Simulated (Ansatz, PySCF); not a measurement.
disilanyl(fluoro)silane (FH₇Si₃), SMILES F[SiH2][SiH2][SiH3]. Atoms are numbered in the order given.

```xyz
11

Si    -2.0986    -0.1039     0.2120
Si    -0.1417     1.1908     0.3813
Si     1.6197    -0.3158    -0.0353
F      0.9061    -1.7017    -0.5483
H     -2.0220    -1.2363     1.1788
H     -3.3110     0.7123     0.5164
H     -2.2109    -0.6440    -1.1726
H     -0.1469     2.2952    -0.6247
H     -0.0061     1.7869     1.7445
H      2.3963    -0.6355     1.1956
H      2.5515     0.1368    -1.1061
```
Charge 0, spin multiplicity 1.

The structure is a stationary point at B3LYP-D3(BJ)/def2-SVP. The values are those of a single conformer.

Two levels are set side by side: PBE-D3(BJ)/def2-SVP (Ansatz, a first-principles code) and B3LYP-D3(BJ)/def2-SVP (Ansatz). Each level has its own optimised geometry; the coordinates shown are those of the second. Frequencies come from the Hessian of PySCF at each geometry. Differences are taken from unrounded values.

| quantity | B3LYP-D3(BJ) | PBE-D3(BJ) | PBE-D3(BJ) minus B3LYP-D3(BJ) |
|---|---|---|---|
| mean bond length (Å) | 1.679 | 1.690 | 0.011 |
| bond Si1–Si2 (Å) | 2.353 | 2.353 | 0.001 |
| bond Si2–Si3 (Å) | 2.355 | 2.358 | 0.003 |
| bond Si3–F4 (Å) | 1.641 | 1.652 | 0.011 |
| bond Si1–H5 (Å) | 1.491 | 1.504 | 0.013 |
| bond Si1–H6 (Å) | 1.493 | 1.506 | 0.013 |
| bond Si1–H7 (Å) | 1.490 | 1.503 | 0.013 |
| bond Si2–H8 (Å) | 1.494 | 1.507 | 0.013 |
| bond Si2–H9 (Å) | 1.494 | 1.507 | 0.013 |
| bond Si3–H10 (Å) | 1.490 | 1.504 | 0.014 |
| bond Si3–H11 (Å) | 1.490 | 1.504 | 0.014 |
| highest harmonic wavenumber (cm⁻¹) | 2233 | 2180 | -53 |
| mean harmonic wavenumber (cm⁻¹) | 1006 | 973 | -33 |
| zero-point energy (kcal/mol) | 38.84 | 37.55 | -1.28 |

Exact exchange shortens and stiffens bonds; PBE has none. Differences between two approximate levels are no errors against the true value.
